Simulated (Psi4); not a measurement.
C₂H₄AlClO₂, singlet, geometry from GFN2-xTB (such geometries of metal compounds can be far from the true shape); Psi4 with PBE0/def2-SVP.

Input for Psi4:
```
memory 2 GB

molecule {
0 1
Al    1.00491175    0.02898699    0.78737544
Cl    0.18348354    0.57033855    2.54858598
H     2.46869525   -0.23147191    0.53933919
O     0.07808002   -0.15765738   -0.58852285
C    -0.60151936   -0.48198680   -1.69625012
C    -0.89916732    0.70235533   -2.57648767
O    -0.92210485   -1.61040392   -1.92632384
H    -1.46109093    0.38167112   -3.44838316
H     0.03662110    1.16345806   -2.88544767
H    -1.47097971    1.43603598   -2.01215024
}

set {
  basis def2-svp
}

energy('pbe0')
print_variables()
```

Predict the main parts of the log of this Psi4 run.


```
   => Loading Basis Set <=

    Name: DEF2-SVP
    Role: ORBITAL
    Keyword: BASIS

         ---------------------------------------------------------
                                   SCF
               by Justin Turney, Rob Parrish, Andy Simmonett
                          and Daniel G. A. Smith
                              RKS Reference
         ---------------------------------------------------------

  ==> Geometry <==

    Molecular point group: c1
    Full point group: C1

    Geometry (in Angstrom), charge = 0, multiplicity = 1:

       Center              X                  Y                   Z               Mass
    ------------   -----------------  -----------------  -----------------  -----------------
         AL           0.991860874964     0.046516976966     0.697187273701    26.981538530000
         CL           0.170432664964     0.587868536966     2.458397813701    34.968852682000
         H            2.455644374964    -0.213941923034     0.449151023701     1.007825032230
         O            0.065029144964    -0.140127393034    -0.678711016299    15.994914619570
         C           -0.614570235036    -0.464456813034    -1.786438286299    12.000000000000
         C           -0.912218195036     0.719885316966    -2.666675836299    12.000000000000
         O           -0.935155725036    -1.592873933034    -2.016512006299    15.994914619570
         H           -1.474141805036     0.399201106966    -3.538571326299     1.007825032230
         H            0.023570224964     1.180988046966    -2.975635836299     1.007825032230
         H           -1.484030585036     1.453565966966    -2.102338406299     1.007825032230

  Running in c1 symmetry.

  Rotational constants: A =      0.20236  B =      0.03181  C =      0.03096 [cm^-1]
  Rotational constants: A =   6066.66700  B =    953.55961  C =    928.12188 [MHz]
  Nuclear repulsion =  322.958542531113778

  Charge       = 0
  Multiplicity = 1
  Electrons    = 62
  Nalpha       = 31
  Nbeta        = 31

  ==> Algorithm <==

  SCF Algorithm Type is DF.
  DIIS enabled.
  MOM disabled.
  Fractional occupation disabled.
  Guess Type is SAD.
  Energy threshold   = 1.00e-06
  Density threshold  = 1.00e-06
  Integral threshold = 1.00e-12

  ==> Primary Basis <==

  Basis Set: DEF2-SVP
    Blend: DEF2-SVP
    Number of shells: 52
    Number of basis functions: 112
    Number of Cartesian functions: 118
    Spherical Harmonics?: true
    Max angular momentum: 2

  ==> DFT Potential <==

   => LibXC <=

    Version 7.1.2
    S. Lehtola, C. Steigemann, M. J. T. Oliveira, and M. A. L. Marques,  SoftwareX 7, 1–5 (2018) (10.1016/j.softx.2017.11.002)

   => Composite Functional: PBE0 <=

    PBE0 Hyb-GGA Exchange-Correlation Functional

    C. Adamo and V. Barone,  J. Chem. Phys. 110, 6158 (1999) (10.1063/1.478522)
    M. Ernzerhof and G. E. Scuseria,  J. Chem. Phys. 110, 5029 (1999) (10.1063/1.478401)

    Deriv               =              1
    GGA                 =           TRUE
    Meta                =          FALSE

    Exchange Hybrid     =           TRUE
    MP2 Hybrid          =          FALSE

   => Exchange Functionals <=

    0.7500   Perdew, Burke & Ernzerhof

   => Exact (HF) Exchange <=

    0.2500               HF

   => Correlation Functionals <=

    1.0000   Perdew, Burke & Ernzerhof

   => LibXC Density Thresholds  <==

    XC_HYB_GGA_XC_PBEH:  1.00E-15

   => Molecular Quadrature <=

    Radial Scheme          =       TREUTLER
    Pruning Scheme         =           NONE
    Nuclear Scheme         =       TREUTLER

    Blocking Scheme        =         OCTREE
    BS radius alpha        =              1
    Pruning alpha          =              1
    Radial Points          =             75
    Spherical Points       =            302
    Total Points           =         215086
    Total Blocks           =           1679
    Max Points             =            256
    Max Functions          =            109
    Weights Tolerance      =       1.00E-15

[...]
  Using in-core AOs.

  ==> MemDFJK: Density-Fitted J/K Matrices <==

    J tasked:                   Yes
    K tasked:                   Yes
    wK tasked:                   No
    Algorithm:                 Core
    Schwarz Cutoff:           1E-12
    Mask sparsity (%):       9.4388
    Fitting Condition:        1E-10

   => Auxiliary Basis Set <=

  Basis Set: (DEF2-SVP AUX)
    Blend: DEF2-UNIVERSAL-JKFIT
    Number of shells: 200
    Number of basis functions: 632
    Number of Cartesian functions: 754
    Spherical Harmonics?: true
    Max angular momentum: 4

  Minimum eigenvalue in the overlap matrix is 3.6098313861E-03.
  Reciprocal condition number of the overlap matrix is 6.6542905418E-04.
    Using symmetric orthogonalization.

  ==> Pre-Iterations <==

  SCF Guess: Superposition of Atomic Densities via on-the-fly atomic UHF (no occupation information).

   -------------------------
    Irrep   Nso     Nmo
   -------------------------
     A        112     112
   -------------------------
    Total     112     112
   -------------------------

  ==> Iterations <==

                           Total Energy        Delta E     RMS |[F,P]|

   @DF-RKS iter SAD:  -930.29741639755741   -9.30297e+02   0.00000e+00
   @DF-RKS iter   1:  -930.62377510421277   -3.26359e-01   7.38501e-03 DIIS/ADIIS
   @DF-RKS iter   2:  -930.43330274228504    1.90472e-01   9.63842e-03 DIIS/ADIIS
   @DF-RKS iter   3:  -930.90409557297926   -4.70793e-01   1.45782e-03 DIIS/ADIIS
   @DF-RKS iter   4:  -930.91501385847982   -1.09183e-02   3.50928e-04 DIIS/ADIIS
   @DF-RKS iter   5:  -930.91564569310697   -6.31835e-04   1.58138e-04 DIIS/ADIIS
   @DF-RKS iter   6:  -930.91574846094989   -1.02768e-04   6.67932e-05 DIIS
   @DF-RKS iter   7:  -930.91577023594027   -2.17750e-05   6.79965e-06 DIIS
   @DF-RKS iter   8:  -930.91577051399634   -2.78056e-07   1.83206e-06 DIIS
   @DF-RKS iter   9:  -930.91577053443007   -2.04337e-08   6.16106e-07 DIIS
  Energy and wave function converged.

  ==> Post-Iterations <==

   Electrons on quadrature grid:
      Ntotal   =   61.9999787242 ; deviation = -2.128e-05

    Orbital Energies [Eh]
    ---------------------

    Doubly Occupied:

[...]
      31A     -0.288046

    Virtual:

[...]
    Final Occupation by Irrep:
              A
    DOCC [    31 ]
    NA   [    31 ]
    NB   [    31 ]

  @DF-RKS Final Energy:  -930.91577053443007

   => Energetics <=

    Nuclear Repulsion Energy =            322.9585425311137783
    One-Electron Energy =               -1926.9449453923111832
    Two-Electron Energy =                 730.5922825780713765
    DFT Exchange-Correlation Energy =     -57.5216502513040524
    Empirical Dispersion Energy =           0.0000000000000000
    VV10 Nonlocal Energy =                  0.0000000000000000
    Total Energy =                       -930.9157705344300666

Computation Completed

Properties will be evaluated at   0.000000,   0.000000,   0.000000 [a0]

Properties computed using the SCF density matrix

 Multipole Moments:

 ------------------------------------------------------------------------------------
     Multipole            Electronic (a.u.)      Nuclear  (a.u.)        Total (a.u.)
 ------------------------------------------------------------------------------------

 L = 1.  Multiply by 2.5417464519 to convert [e a0] to [Debye]
 Dipole X            :          1.9092615           -1.5290801            0.3801814
 Dipole Y            :         -1.0497309            2.0538667            1.0041358
 Dipole Z            :         10.5684482          -10.5667175            0.0017308
 Magnitude           :                                                    1.0736990

 ------------------------------------------------------------------------------------

  Variable Map:
  ----------------------------------------------------------------------------
[...]
  Array Variable Map:
  ----------------------------------------------------------------------------
[...]
[...]
```
